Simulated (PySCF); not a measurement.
A structure optimised at PBE0-D3(BJ)/def2-TZVP, used in a PySCF frequency run:

```xyz
7

Si    -1.0894    -0.0065     0.0000
P      1.1620     0.1188     0.0000
H     -1.5898     0.6973     1.2093
H     -1.5898     0.6973    -1.2093
H     -1.6126    -1.3978     0.0000
H      1.3065    -0.8446     1.0343
H      1.3065    -0.8446    -1.0343
```

Q: Write its SMILES, formula and point group.

A: [SiH3]P, H5PSi, Cs

Q: What are its rotational constants (standard atomic weights)?

A: 51.454, 5.5580, 5.5343 GHz
